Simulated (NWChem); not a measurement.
Species: SiH₃S₂F; SMILES [SiH](S)(F)S

```xyz
7

Si    -0.4422    -0.4417    -0.0106
F     -1.8656     0.3275     0.1325
S      0.6946     0.2140    -1.6781
S      0.7512     0.0558     1.6757
H     -0.7903    -1.8775    -0.1488
H      0.1311    -0.6772    -2.5243
H     -0.3060     0.0773     2.5189
```
Atoms are numbered in this order, from 1.

The geometry was optimised at PBE0/def2-SVP.

Task: Give the principal values of the shielding tensors (ppm) of Si1, F2, S3, S4 from KT2/pcSseg-1, GIAO (NWChem), with their diamagnetic and paramagnetic parts as GIAO splits them.

Result: 
```
atom    σ11    σ22    σ33  isotropic  diamagnetic  paramagnetic
----  -----  -----  -----  ---------  -----------  ------------
Si1   273.6  339.0  394.5      335.7        882.8        -547.1
F2    234.0  274.1  320.0      276.1        475.0        -198.9
S3    529.4  650.3  758.6      646.1       1059.4        -413.3
S4    559.8  652.2  816.0      676.0       1059.5        -383.5
```
